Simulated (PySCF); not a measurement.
# Structure elucidation problem

Molecular formula: C₅H₁₀OSi₂. Simulated spectra:

¹H NMR (400 MHz, computed): δ 6.69 (m, 1H), 6.44 (m, 1H), 6.42 (m, 1H), 4.94 (d, 2H), 4.68 (q, 2H), 0.34 (t, 3H).

¹³C{¹H} NMR (computed): δ 172.0 (C), 145.8 (CH2), 141.1 (CH), 0.3 (CH3), -9.9 (C).

- NMR shieldings at PBE0/pcSseg-1/GIAO
- geometry from GFN2-xTB
- code: PySCF 2.14.0 with density-fitted response routines
- one conformer, in vacuum, non-relativistic, equivalent nuclei averaged

Shifts are taken against calculated references (same method and geometry level): ¹H and ¹³C vs TMS.

Question: Deduce the structure.

Answer: 
1. Rings plus π bonds: 3 (no ring in the answer).
2. 5 carbon signals for 5 carbons: no two carbons are equivalent.
3. Carbon types of the structure: 2 × C, 1 × CH, 1 × CH2, 1 × CH3, leaving 4 H on heteroatoms.
4. δC 172.0: central carbon of a ketene.
5. δC 145.8: terminal =CH2 carbon; an sp2 carbon of a C=C bond.
6. δC 141.1: alkene CH; the olefinic region.
7. δC 0.3: methyl carbon bonded to Si; an electropositive neighbour leaves it electron-rich and shielded.
8. δH 6.69, 6.42: hydrogen on a terminal =CH2 carbon; olefinic region.
9. δH 6.44: hydrogen on an alkene CH; olefinic region.
10. δH 0.34: hydrogen on a methyl carbon bonded to Si; an electropositive neighbour shields it, as in TMS itself.

The compound is `C=C[SiH2]C(=C=O)[SiH2]C`.

This is the structure that produced the data.

Shifts are as computed. Against solution values, carbons near 30 ppm lie about +3 ppm off and those near 130 ppm about +5 ppm. Of 1309 compounds with measured shifts, 239 miss one by over three times the rms of a fit or turn the order of signals round; such compounds aren't used in these exercises. No couplings were computed; multiplicities are counted from neighbouring protons, with m where these are inequivalent, close in shift, in a saturated or five-membered ring or joined by F or P, and br s for small geminal =CH2 splittings.
